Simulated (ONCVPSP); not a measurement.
## PBE ONCV dataset for gold (Au), fully relativistic all-electron reference.

ONCVPSP 4.0.1 input, shortened (lines: element, Z, core and valence counts, functional; n l f; lmax; l rc ep ncon nbas qcut; lloc lpopt rc5 dvloc0; l nproj debl; icmod fcfact rcfact), PBE, fully relativistic:

```
  Au 79.00   10    4        4      upf
    1    0    2.00
    2    0    2.00
    2    1    6.00
    3    0    2.00
    3    1    6.00
    3    2   10.00
    4    0    2.00
    4    1    6.00
    4    2   10.00
    4    3   14.00
    5    0    2.00
    5    1    6.00
    5    2   10.00
    6    0    0.50
    3
    0    1.40    0.00    4    9   10.00
    1    1.40    0.00    4    7   10.50
    2    1.55    0.00    4    8    7.00
    3    1.40    0.42    4    7    7.40
    4    5    1.00    0.00
    0    2    1.30
    1    2    2.20
    2    2    0.80
    3    2    1.70
    0    0.00    0.00
```

Open shells are filled in proportion to 2j + 1.

All-electron outer shells of the reference configuration (PBE, scalar-relativistic, ld1.x):

```tsv
shell	level (eV)	outermost node (bohr)	outermost maximum (bohr)
5s	-112.47	0.48	0.84
4f	-85.19	–	0.37
5p	-63.91	0.52	0.96
5d	-10.96	0.56	1.21
6s	-9.38	1.11	2.27
```

Question: Estimate the cutoffs (Ha) at which the residual kinetic energy of the hardest occupied pseudo-wave falls to 1 and 0.1 mHa per electron.

Answer: 37 Ha and 43 Ha. The cutoffs count occupied waves only; projector 2 of the f channel, the hardest unoccupied one, needs 122 Ha at the loose tolerance.

Question: Does the potential have ghost states?

Answer: Ghosts flagged at negative energy: f7/2 at -660.3 eV, f5/2 at -902.8 eV; GHOST(+) flagged for s at 91.4 eV, p3/2 at 360.5 eV. A true bound ghost makes a file unfit for plane-wave use.

Question: Tests: 5s2 5p6 5d10 6s1; 5s2 5p6 5d10 6s0; 5s2 5p6 5d9 6s0; 5s2 5p6 5d10 6s0 6p1. Which has the largest error in its energy relative to the reference configuration, and how large is it?

Answer: 5s2 5p6 5d9 6s0, with +0.7 meV (all-electron minus pseudo) on +26.87 eV.
